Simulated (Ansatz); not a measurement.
The cluster Pt₂H₃⁻ was relaxed with r2SCAN-D4 (def2-TZVPD) in Ansatz in these states: charge -1 quintet, charge -1 singlet, charge -1 triplet. The geometries follow in no particular order.

In the def2 sets Pt takes a core potential; there is no spin–orbit coupling.

A:

Cartesian coordinates in Å:
```
Pt -1.848 0.236 1.055
Pt 0.269 0.248 -0.234
H 1.322 -0.858 -0.509
H -1.315 -0.761 -0.258
H 1.572 1.135 -0.055
```

B:

Cartesian coordinates in Å:
```
Pt 0.900 -1.455 -0.761
Pt -0.159 0.504 0.388
H 0.054 2.018 0.631
H 0.090 -1.925 -1.966
H -0.886 0.857 1.707
```

C:

```xyz
5

Pt    0.3005   -1.0918   -1.4824
Pt   -0.1617    0.0744    0.6198
H    -1.6229    0.4658    1.1102
H     1.3114   -0.9431   -0.0882
H     0.1727    1.4947   -0.1593
```

Q: Judge from the bond lengths which geometry belongs to which state (an estimate).

A: A is the charge -1 triplet (Pt1–H4 1.733 Å, Pt2–H5 1.586 Å, Pt1–Pt2 2.479 Å); B is the charge -1 singlet (Pt1–H4 1.527 Å, Pt2–H5 1.546 Å, Pt1–Pt2 2.506 Å); C is the charge -1 quintet (Pt1–H4 1.728 Å, Pt2–H5 1.654 Å, Pt1–Pt2 2.448 Å).

At r2SCAN-D4/def2-TZVPD the highest occupied level of the charge -1 triplet lies above zero (up to 0.23 eV). The electron is either unbound and held by the finite basis, or the level is raised by self-interaction error. At r2SCAN-D4/def2-TZVPD the highest occupied level of the charge -1 quintet lies above zero (up to 0.34 eV).
